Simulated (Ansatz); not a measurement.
Reaction (redistribution): `[CH3][In]([F])[GeH3]` + `C[NH][In]([Cl])[Cl]` → `[F][InH][GeH3]` + `C[N](C)[In]([Cl])[Cl]`

Program: Ansatz. Geometries: PBE0-D4/def2-TZVP. ΔE: electronic, gas phase. CCSD(T)/CBS is the MP2 limit (def2-TZVPP, def2-QZVPP) plus CCSD(T) − MP2 in def2-TZVPP, frozen cores. DFT in def2-TZVPP. B3LYP here is the variant with VWN-RPA as its local correlation; programs differ in this. Elements past krypton have def2 core potentials. For Ge, In outer-core shells are correlated without core-valence functions, which leaves a few kJ/mol of doubt a bond. Scalar relativity is left out up to krypton. Each species was taken in one conformer, which may not be the lowest.

Is it downhill or uphill in electronic energy at CCSD(T)/CBS, and by how much? (Best estimate.)

The calculation gave: Uphill: ΔE = +14.2 kcal/mol.

What do these levels give: LDA (SPW92), B3LYP-D4, r2SCAN0-D4, B3LYP, CCSD/def2-TZVPP, MP2/def2-QZVPP? (An estimate is asked.)

The calculation gave: LDA (SPW92) 10.7, B3LYP-D4 12.9, r2SCAN0-D4 13.4, B3LYP 14.3, CCSD/def2-TZVPP 13.7, MP2/def2-QZVPP 15.2 kcal/mol.

Largest T1 diagnostic among the species: 0.015.

In def2-TZVPP, CCSD(T) changes the Hartree–Fock value by +1.1 kcal/mol (the triples alone add −0.0 kcal/mol) and MP2 by +2.3 kcal/mol. From BLYP to BHLYP (50 % exact exchange), in def2-TZVPP and without D4, ΔE moves by −1.3 kcal/mol. Leaving LDA and LC-ωPBE aside and taking each functional with its dispersion term where it has one, the values, not all of them listed here, spread over 3.3 kcal/mol, from B97M-V to B2PLYP. LDA lies −3.3 kcal/mol from PBE without D4.
